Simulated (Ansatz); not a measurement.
Frontier orbitals of C$_{2}$H$_{6}$F$_{2}$GeO$_{2}$ (`C[O][Ge]([F])([F])[O]C`).

The species carries charge 0 and has multiplicity 1. Correlated methods include outer-core shells of Ge, which these sets cover unevenly. Scalar relativity is left out up to krypton. All single points use the PBE0-D4/def2-TZVP geometry. It is one conformer, not always the lowest. Basis def2-TZVPP, the Gaussian-basis code of Ansatz.

```json
{"functional": "PBE", "HOMO (eV)": "-7.15", "LUMO (eV)": "-1.63", "gap (eV)": "5.52"}
{"functional": "PBE0", "HOMO (eV)": "-8.81", "LUMO (eV)": "-0.51", "gap (eV)": "8.30"}
{"functional": "B3LYP", "HOMO (eV)": "-8.57", "LUMO (eV)": "-0.88", "gap (eV)": "7.69"}
{"functional": "CAM-B3LYP", "HOMO (eV)": "-10.30", "LUMO (eV)": "0.50", "gap (eV)": "10.80"}
{"functional": "ωB97M-V", "HOMO (eV)": "-11.23", "LUMO (eV)": "1.50", "gap (eV)": "12.73"}
{"functional": "HF", "HOMO (eV)": "-12.97", "LUMO (eV)": "3.31", "gap (eV)": "16.28"}
```

**Question.** What is the vertical ionisation energy at frozen-core CCSD(T)/def2-TZVPP? (Estimate.)

**Answer.** Ansatz gave: 11.39 eV (T1 of the cation 0.032).

Against PBE, PBE0 changes HOMO and LUMO by −1.67 and +1.13 eV, ωB97M-V by −4.09 and +3.13 eV. A gap of 5.51 eV thus becomes 12.73 eV for the same molecule, so an orbital gap means little without its functional. A positive LUMO is unbound and depends on the basis. −ε(HOMO) differs from that ionisation energy by −4.25 eV with PBE and −0.16 eV with ωB97M-V.

B3LYP here is the variant with VWN-RPA as its local correlation; programs differ in this.
